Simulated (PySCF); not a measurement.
**Orbital picture of TlBr**

PBE0 at R = 2.653 Å; Tl cc-pVTZ-PP with ECP60, Br cc-pVTZ-PP with ECP10; scalar-relativistic core potentials (PySCF 2.14). State: ¹Σ⁺ (singlet), closed shell. Only the outer orbitals are listed, counted within each symmetry, core potentials removing the inner ones.

```
orbital  occ.  ε (eV)  on Tl (%)            main shells (%)
     8σ     2  -11.39         81           81 Tl s, 17 Br p
     5π     2   -7.37          5                    95 Br p
     5π     2   -7.37          5                    95 Br p
     9σ     2   -7.19         35  65 Br p, 18 Tl p, 16 Tl s
     6π     0   -1.83         96                    96 Tl p
     6π     0   -1.83         96                    96 Tl p
    10σ     0   -0.24         97            92 Tl p, 9 Br p
```

**Question.** Which are the highest filled and the lowest empty level, where do they sit, and how wide is the gap?

**Answer.** Highest filled 9σ at -7.19 eV (in %: 65 Br p, 18 Tl p, 16 Tl s); lowest empty 6π at -1.83 eV (in %: 96 Tl p); the gap at PBE0 is 5.36 eV.

| Item | Value |
| --- | --- |
| bond order (Mayer) | 0.94 |
| ⟨S²⟩ | 0.000 |
| charge on Tl (Mulliken, basis-dependent) | 0.44 |
| charge on Tl (Löwdin, basis-dependent) | 0.24 |
| dipole moment (positive dipole means Tl(−)Br(+)) | -4.51 D |
| polarisability along the bond | 88.5 bohr³ |
| polarisability across the bond | 43.5 bohr³ |

These are scalar-relativistic numbers at best; spin–orbit coupling would shift them, the dissociation energy most.
